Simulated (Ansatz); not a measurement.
`B/N=C(/C)Cl` → `B/N=C\Cl` + `[CH2]` (triplet) at 500 K and 1 bar (formal loss of a carbene).

Computed with Ansatz on PBE0-D4/def2-TZVP structures; ΔE is electronic, products minus reactants. CCSD(T)/CBS adds triple-zeta CCSD(T) − MP2 to the extrapolated MP2 energy (def2 sets, frozen cores). This one scheme is used for every species. Double bonds are as drawn, so ΔE can hold a change between cis and trans. Triplets are unrestricted, without spin–orbit coupling.

| species | CCSD(T)/CBS energy (Eh) | H − E (kJ/mol) | S (J/(mol·K)) |
| --- | --- | --- | --- |
| `B/N=C(/C)Cl` | -618.39435 | 228.3 | 386.1 |
| `B/N=C\Cl` | -579.12291 | 144.8 | 337.9 |
| `[CH2]` (triplet) | -39.09499 | 62.7 | 213.9 |

H − E and S are ideal-gas, rigid-rotor, harmonic terms from PBE0-D4/def2-TZVP, with the whole ground term of open shells counted as degenerate. 1 Eh = 2625.50 kJ/mol, R = 8.31446 J/(mol·K).

Problem. By hand: ΔE, ΔH, ΔS and ΔG.

Solution. ΔE = (-579.12291) + (-39.09499) − (-618.39435) = 0.17645 Eh = 463.3 kJ/mol. Δ(H − E) = 144.8 + 62.7 − 228.3 = -20.8, so ΔH = 442.5 kJ/mol. ΔS = 337.9 + 213.9 − 386.1 = 165.7 J/(mol·K). ΔG = 442.5 − 500 × (165.7)/1000 = 359.6 kJ/mol.

Problem. By hand: the equilibrium constant, and the temperature at which ΔG would vanish if ΔH and ΔS stayed fixed.

Solution. log₁₀ K = −ΔG/(RT ln 10) = -37.6. ΔG = 0 at ΔH/ΔS = 2670 K, far beyond where these terms or the molecules hold.

The number of gas molecules changes by +1, which sets the sign of ΔS. A doubt of 5 kJ/mol in ΔE shifts log₁₀ K by 0.5 here. A triplet takes part, so the spin changes. These are equilibria of isolated gas molecules and say nothing of rates. Largest T1 diagnostic: 0.014 (customary marks: 0.02 for closed shells, 0.045 for open ones).
